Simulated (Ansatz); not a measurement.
H4Sn (SMILES [SnH4]), singlet, geometry from GFN2-xTB (such geometries of metal compounds can be far from the true shape) (all electrons, no relativity). Base run: Ansatz (an electronic-structure program) with R2SCAN/3-21G.

Geometry (Å):
```xyz
5

Sn     0.0000     0.0000     0.0000
H     -1.0924     1.1269    -0.4706
H      0.2318    -1.0763    -1.2136
H     -0.5602    -0.7837     1.3255
H      1.4208     0.7330     0.3587
```
All else is at Ansatz's defaults.

Each row names what was changed in the base input (with any setting that the change needs).

| change | E (Eh) |
|---|---|
| base | -6001.45796 |
| functional = wB97M-V | ? |
| functional = wB97X | ? |
| functional = wB97X-V | -6001.18366 |
| functional = SVWN5 | ? |
| functional = cam_b3lyp | -6001.79431 |
| functional = blyp; dispersion = d3bjatm | -6001.57385 |
| functional = revpbe | -6001.22829 |
| functional = B97M-V | -6000.74967 |
| functional = b3lyp | -6001.60291 |
| functional = hf | -5998.94088 |
| functional = BHLYP | ? |
| functional = blyp | -6001.56939 |

Problem. Fill in the missing entries.

Solution. 
- functional = wB97M-V, E (Eh): -6001.26085
- functional = wB97X, E (Eh): -6001.65196
- functional = SVWN5, E (Eh): -5996.09854
- functional = BHLYP, E (Eh): -6001.56604

Totals shift with the method and basis; they matter in differences.
